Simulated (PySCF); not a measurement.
# C (carbon, neutral): UHF calculation

Configuration: [He] 2s2 2p2, high-spin 3P determinant. Calculation: PySCF 2.14, in cc-pVDZ-DK; scalar relativity by spin-free X2C-1e.

```json
{
 "Total energy": "-37.701472 hartree",
 "One-electron energy": "-50.4738 hartree",
 "Hartree (Coulomb) energy": "17.8533 hartree",
 "Exchange energy": "-5.0809 hartree",
 "⟨S²⟩": "2.0063",
 "⟨L²⟩": "2.012",
 "Sum of ⟨r⟩": "7.109 bohr",
 "Sum of ⟨r²⟩": "13.54 bohr²",
 "Traceless quadrupole moment −½Σ⟨3z² − r²⟩ along its main axis": "1.45 e·bohr²",
 "Langevin diamagnetic susceptibility": "-10.7 ×10⁻⁶ cm³/mol",
 "Time after the integrals": "0.08 s of wall time on 1 thread of Neoverse-N1 (shared host)"
}
```

| shell | electrons | mean orbital energy (hartree) | rms radius, mean of both spins (bohr) |
| --- | --- | --- | --- |
| 1s α | 1 | -11.34859 | 0.312 |
| 1s β | 1 | -11.30259 | 0.312 |
| 2s α | 1 | -0.82619 | 1.74 |
| 2s β | 1 | -0.58354 | 1.74 |
| 2p α | 2 | -0.43410 | 1.91 |
